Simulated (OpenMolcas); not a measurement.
# Ni3+: moving the ligands

Ni3+ with its 6 nearest fluoride ions at 2.004 Å, on the Y site of Cs2NaYF6 (a = 9.075 Å, distance in the model lattice 2.178 Å). The rest of the host is ab initio model potentials to 7.6 Å, with orthogonalisation functions on the cations behind the ligands, and point charges beyond; the distance is set by hand and nothing relaxes. Ligand basis ANO-RCC-VDZP.
```
Ni    0.0000    0.0000    0.0000
F     2.0040    0.0000    0.0000
F     0.0000    2.0040    0.0000
F    -2.0040    0.0000    0.0000
F     0.0000   -2.0040    0.0000
F     0.0000    0.0000    2.0040
F     0.0000    0.0000   -2.0040
```

```json
{"Program": "OpenMolcas 26.06", "Method": "CASSCF", "Basis": "ANO-RCC-VTZP [6s5p3d2f1g]", "Scalar Hamiltonian": "DKH2, point nucleus", "Active space": "7 electrons in 5 orbitals (3d)", "State averaging": "2S+1 = 4 even, 10 roots; 2S+1 = 2 even, 40 roots", "Spin-orbit coupling": "state interaction with AMFI integrals over the reference wave functions"}
```

Runs around this geometry, states (labels of O, the rotations of Oh). Energies in cm-1 above the lowest state or level, χT in cm3 K/mol; under a threefold ground state the first gap can be a small split of the lowest multiplet, not the spin-orbit step; 10Dq and B are least-squares fits to the states below 45000 cm-1, weighted by degeneracy, with a free offset, and given where the rms deviation is under 5 % of |10Dq| (or 100 cm-1) and under 700 cm-1.

```tsv
R (Å)	Ground state	First state of that spin	10Dq	B (rms of fit)	First gap with spin-orbit (degeneracies)	χT at 300 K	First state of another spin
1.91	4T1	4T2 8694	10554	1300 (320)	472.1 (2, 4)	3.392	2E 13419
2.004	4T1	4T2 6782	8476	1310 (351)	469.9 (2, 4)	3.495	2E 15624
2.178	4T1	4T2 4552			454.0 (2, 4)	3.688	2E 18251
```

Taking the first state of the same spin as R^-n, n = -ln(4552 / 8694) / ln(2.178 / 1.91) = 4.9 between the shortest and longest distance.

An orbital triplet at a regular site is open to Jahn-Teller coupling, which can distort the site and quench the lowest spin-orbit gaps and is left out. Without dynamic correlation the repulsion within the d shell is too large (B by tens of per cent), so at a given field states of lower spin stand too high. Ligand-to-metal charge-transfer states are missing. With no ligand orbital active B as a rule stays too high, so bands that hang on it stand too high and its fall with covalency is understated. With metal d orbitals alone and no dynamic correlation 10Dq can be off by a tenth to a fifth, either way, in oxide and fluoride hosts. This shell can be high or low spin here, a state of another spin lies low, and with metal d orbitals alone active their balance is uncertain, so the ground spin may be wrong (holds for R = 1.91). CASSCF with metal d orbitals alone favours high spin, so a ground state of lower spin is not ruled out (holds for R = 2.004; R = 2.178). No measured value stands beside these numbers; the geometry was set by hand and not optimised.
